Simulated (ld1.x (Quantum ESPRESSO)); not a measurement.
# copper, PAW: configuration errors across variants

Cu (Z = 29), PAW, made with ld1.x (Quantum ESPRESSO) 7.5 (revPBE, scalar-relativistic). Core [Ar], reference 3d10 4s0 4p0 (charge +1). Waves: 4s (bound, empty): rcut 1.60, rcutus 1.85 bohr; 4s channel at -0.4 Ry: rcut 1.60, rcutus 1.85 bohr; 4p (bound, empty): rcut 2.30, rcutus 2.40 bohr; 4p channel at 0.45 Ry: rcut 2.30, rcutus 2.40 bohr; 3d (bound): rcut 1.35, rcutus 1.60 bohr; 3d channel at 2.7 Ry: rcut 1.35, rcutus 1.60 bohr. Local part: all-electron potential smoothed inside 2.05 bohr (lloc = -1). Core correction: a·sin(br)/r model core, default radius (core density twice the valence density). Augmentation charge: BESSEL, radius 0.95 bohr.

All-electron excitation energies from the reference (eV): (1) 3d10 4s1 4p0 -8.012; (2) 3d9 4s0 4p0 21.205; (3) 3d8 4s0 4p0 60.104; (4) 3d10 4s0 4p1 -3.926; (5) 3d9 4s1 4p0 3.477; (6) 3d7 4s0 4p0 119.705; (7) 3d9 4s1 4p1 -1.211.

A true bound ghost makes a file unfit for plane-wave use even where its test errors are small: the radial tests pick states by their node count and pass the ghost by. Where a test does run into it, the solver fails or the error is huge.

Errors AE − PS in meV (a dash: test not solved or not reliable):

| change | (1) | (2) | (3) | (4) | (5) | (6) | (7) | bound ghosts |
| --- | --- | --- | --- | --- | --- | --- | --- | --- |
| base | -4.4 | -79 | -560 | -0.2 | -80 | -1959 | -86 | none |
| waves 4p (bound): rcut 1.74, rcutus 1.84 bohr; 4p channel at 0.45 Ry: rcut 1.74, rcutus 1.84 bohr | -4.4 | -79 | -560 | -0.4 | -80 | -1959 | -2827 | p |
| waves 4p (bound): rcut 1.88, rcutus 2.00 bohr; 4p channel at 0.45 Ry: rcut 1.88, rcutus 2.00 bohr | -4.4 | -79 | -560 | -0.4 | -80 | -1959 | -88 | none |
| waves 4p (bound): rcut 2.16, rcutus 2.28 bohr; 4p channel at 0.45 Ry: rcut 2.16, rcutus 2.28 bohr | -4.4 | -79 | -560 | -0.3 | -80 | -1959 | -87 | none |
| waves 4p (bound): rcut 2.30, rcutus 2.44 bohr; 4p channel at 0.45 Ry: rcut 2.30, rcutus 2.44 bohr | -4.4 | -79 | -560 | -0.2 | -80 | -1959 | -86 | none |
| waves 4p (bound): rcut 2.30, rcutus 2.70 bohr; 4p channel at 0.45 Ry: rcut 2.30, rcutus 2.70 bohr | -4.4 | -79 | -560 | +0.1 | -80 | -1959 | -84 | none |
| waves 4p (bound): rcut 2.30, rcutus 2.94 bohr; 4p channel at 0.45 Ry: rcut 2.30, rcutus 2.94 bohr | -4.4 | -79 | -560 | +0.6 | -80 | -1960 | -82 | none |
| waves 4p (bound): rcut 2.30, rcutus 3.16 bohr; 4p channel at 0.45 Ry: rcut 2.30, rcutus 3.16 bohr | -4.4 | -79 | -560 | +0.9 | -80 | -1960 | -80 | none |
| waves 4p (bound): rcut 2.30, rcutus 3.36 bohr; 4p channel at 0.45 Ry: rcut 2.30, rcutus 3.36 bohr | -4.4 | -79 | -560 | +1.0 | -80 | -1960 | -77 | none |
| waves 4p (bound): rcut 2.30, rcutus 3.58 bohr; 4p channel at 0.45 Ry: rcut 2.30, rcutus 3.58 bohr | -4.4 | -79 | -560 | +0.5 | -80 | -1960 | -80 | none |

Problem. Give the same row for: waves 4p (bound): rcut 1.50, rcutus 1.58 bohr; 4p channel at 0.45 Ry: rcut 1.50, rcutus 1.58 bohr.

Solution. -4.4, -79, -560, –, -80, -1959, –; bound ghosts: p. Not counted: 3d10 4s0 4p1 (solver errors, printed error -2.3 eV); 3d9 4s1 4p1 (solver errors, printed error -2.7 eV).
